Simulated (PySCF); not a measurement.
Species: `C(/[SiH2]S[SiH3])=C\SC`. The columns A, B, C and D hold Mulliken, IAO, Hirshfeld and ESP-fitted charges (e) of one PBE0/pcSseg-1 density (PySCF), in a shuffled order. Coordinates in Å (GFN2-xTB); the density's dipole moment is (-0.07, 0.59, -0.07) D.

```json
{"atom": "C1", "x": "3.568", "y": "1.190", "z": "-0.872", "A": "-0.506", "B": "-0.421", "C": "-0.113", "D": "-0.395"}
{"atom": "S2", "x": "3.219", "y": "-0.551", "z": "-0.483", "A": "+0.179", "B": "-0.113", "C": "+0.035", "D": "+0.067"}
{"atom": "C3", "x": "1.496", "y": "-0.459", "z": "-0.228", "A": "-0.223", "B": "-0.032", "C": "-0.053", "D": "-0.277"}
{"atom": "C4", "x": "0.726", "y": "-1.493", "z": "0.109", "A": "-0.477", "B": "-0.480", "C": "-0.172", "D": "-0.395"}
{"atom": "Si5", "x": "-1.115", "y": "-1.366", "z": "0.366", "A": "+0.713", "B": "+0.447", "C": "+0.314", "D": "+0.665"}
{"atom": "S6", "x": "-1.611", "y": "0.711", "z": "0.031", "A": "-0.457", "B": "-0.450", "C": "-0.183", "D": "-0.600"}
{"atom": "Si7", "x": "-3.715", "y": "0.784", "z": "0.405", "A": "+0.557", "B": "+0.428", "C": "+0.301", "D": "+0.479"}
{"atom": "H8", "x": "4.629", "y": "1.258", "z": "-1.089", "A": "+0.172", "B": "+0.210", "C": "+0.057", "D": "+0.157"}
{"atom": "H9", "x": "2.989", "y": "1.490", "z": "-1.741", "A": "+0.161", "B": "+0.147", "C": "+0.051", "D": "+0.157"}
{"atom": "H10", "x": "3.324", "y": "1.809", "z": "-0.014", "A": "+0.161", "B": "+0.151", "C": "+0.050", "D": "+0.158"}
{"atom": "H11", "x": "1.082", "y": "0.528", "z": "-0.369", "A": "+0.154", "B": "+0.229", "C": "+0.037", "D": "+0.176"}
{"atom": "H12", "x": "1.186", "y": "-2.463", "z": "0.241", "A": "+0.158", "B": "+0.250", "C": "+0.042", "D": "+0.128"}
{"atom": "H13", "x": "-1.882", "y": "-2.157", "z": "-0.595", "A": "-0.128", "B": "-0.074", "C": "-0.079", "D": "-0.064"}
{"atom": "H14", "x": "-1.522", "y": "-1.700", "z": "1.731", "A": "-0.129", "B": "-0.074", "C": "-0.078", "D": "-0.067"}
{"atom": "H15", "x": "-4.378", "y": "-0.148", "z": "-0.499", "A": "-0.119", "B": "-0.087", "C": "-0.072", "D": "-0.065"}
{"atom": "H16", "x": "-4.048", "y": "2.171", "z": "0.136", "A": "-0.098", "B": "-0.044", "C": "-0.065", "D": "-0.063"}
{"atom": "H17", "x": "-3.954", "y": "0.407", "z": "1.793", "A": "-0.119", "B": "-0.087", "C": "-0.073", "D": "-0.062"}
```

Task: Which column most likely holds the ESP-fitted charges?

Result: B. Σ q r misses the density's dipole by 0.02 D (B), 0.75 D (C), 0.88 D (A), 2.28 D (D). Charges fitted to the outside potential are the only set here that is tied to the molecule's multipoles.

Task: And the Hirshfeld charges?

Result: C. The mean sizes are 0.104 e (C), 0.219 e (B), 0.234 e (D), 0.265 e (A), and Hirshfeld charges are commonly the smallest of these schemes.

As computed, A = IAO, B = ESP-fitted, C = Hirshfeld, D = Mulliken. Hydrogens on carbon: IAO +0.15 to +0.17, ESP-fitted +0.15 to +0.25, Hirshfeld +0.04 to +0.06, Mulliken +0.13 to +0.18 e.

The Hirshfeld scheme divides the density at each point in proportion to the densities of the neutral, spherically averaged free atoms. The ESP scheme fits charges at the nuclei, held to the total charge, to the electrostatic potential on points at 1.4 to 2.0 times the van der Waals radii.

Isolated species at its GFN2-xTB geometry (one conformer only).

Conformer computed: `[CH3:1][S:2]/[CH:3]=[CH:4]/[SiH2:5][S:6][SiH3:7]`: C1–S2–C3–C4 -179°, C3–C4–Si5–S6 -1°, C4–Si5–S6–Si7 -178°.
